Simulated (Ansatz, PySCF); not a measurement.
Process, species as SMILES: C[SiH](C)O[SiH3] -> C[SiH](C)O[SiH2] + H atom (the H-Si bond at the site shown breaks; other sites are not compared here)
Structures are relaxed separately at B3LYP-D3(BJ)/def2-TZVP in Ansatz (a program for electronic structure), one conformer each, not searched for the lowest. Frequencies are from Ansatz or PySCF.

Wanted: bond dissociation energy (enthalpy at 298 K, with B3LYP-D3(BJ) rigid-rotor harmonic-oscillator terms), in eV. Cores are frozen in the correlated levels unless marked. UHF or UKS for open shells. No spin-orbit coupling. No relativistic terms. CBS marks a two-point X^-3 extrapolation of the correlation energy; Hartree-Fock from the larger set. [CCSD(T)-MP2]/basis is that difference in the basis named.

```json
[
 {"level": "HF/STO-3G", "program": "Ansatz", "bond dissociation energy (eV)": "4.37", "minus last row": "0.32"},
 {"level": "HF/6-31G*", "program": "Ansatz", "bond dissociation energy (eV)": "3.19", "minus last row": "-0.86"},
 {"level": "HF/cc-pV(D+d)Z", "program": "Ansatz", "bond dissociation energy (eV)": "3.16", "minus last row": "-0.89"},
 {"level": "PBE-D3(BJ)/def2-TZVPD", "program": "Ansatz + dftd3", "bond dissociation energy (eV)": "3.72", "minus last row": "-0.33"},
 {"level": "BLYP-D3(BJ)/def2-TZVPD", "program": "Ansatz + dftd3", "bond dissociation energy (eV)": "3.83", "minus last row": "-0.22"},
 {"level": "BLYP-D4/def2-TZVPD", "program": "Ansatz + dftd4", "bond dissociation energy (eV)": "3.82", "minus last row": "-0.23"},
 {"level": "r2SCAN-D4/def2-TZVPD", "program": "Ansatz + dftd4", "bond dissociation energy (eV)": "3.80", "minus last row": "-0.25"},
 {"level": "B97M-V/def2-TZVPD", "program": "Ansatz", "bond dissociation energy (eV)": "3.94", "minus last row": "-0.11"},
 {"level": "PBE0-D3(BJ)/def2-TZVP", "program": "Ansatz + dftd3", "bond dissociation energy (eV)": "3.80", "minus last row": "-0.25"},
 {"level": "PBE0-D3(BJ)/def2-TZVPD", "program": "Ansatz + dftd3", "bond dissociation energy (eV)": "3.79", "minus last row": "-0.26"},
 {"level": "PBE0/def2-TZVPD", "program": "Ansatz", "bond dissociation energy (eV)": "3.78", "minus last row": "-0.27"},
 {"level": "r2SCAN0/def2-TZVPD", "program": "Ansatz", "bond dissociation energy (eV)": "3.83", "minus last row": "-0.22"},
 {"level": "B2GP-PLYP-D4/def2-TZVPD", "program": "Ansatz + dftd4", "bond dissociation energy (eV)": "3.92", "minus last row": "-0.13"},
 {"level": "MP2/6-31G*", "program": "Ansatz", "bond dissociation energy (eV)": "3.52", "minus last row": "-0.53"},
 {"level": "MP2/cc-pV(D+d)Z", "program": "Ansatz", "bond dissociation energy (eV)": "3.73", "minus last row": "-0.32"},
 {"level": "MP2/cc-pV(T+d)Z", "program": "Ansatz", "bond dissociation energy (eV)": "3.88", "minus last row": "-0.17"},
 {"level": "SCS-MP2/6-31G", "program": "Ansatz", "bond dissociation energy (eV)": "3.19", "minus last row": "-0.86"},
 {"level": "CCSD/cc-pV(T+d)Z", "program": "Ansatz", "bond dissociation energy (eV)": "3.98", "minus last row": "-0.07"},
 {"level": "CCSD(T)/STO-3G", "program": "Ansatz", "bond dissociation energy (eV)": "4.64", "minus last row": "0.59"},
 {"level": "RI-MP2/CBS(cc-pV(T+d)Z,cc-pV(Q+d)Z)+[CCSD(T)-MP2]/cc-pV(D+d)Z", "program": "Ansatz", "bond dissociation energy (eV)": "4.08", "minus last row": "0.03"},
 {"level": "CCSD(T)/CBS(cc-pV(T+d)Z,cc-pV(Q+d)Z)", "program": "Ansatz", "bond dissociation energy (eV)": "4.05", "minus last row": "0.00"}
]
```
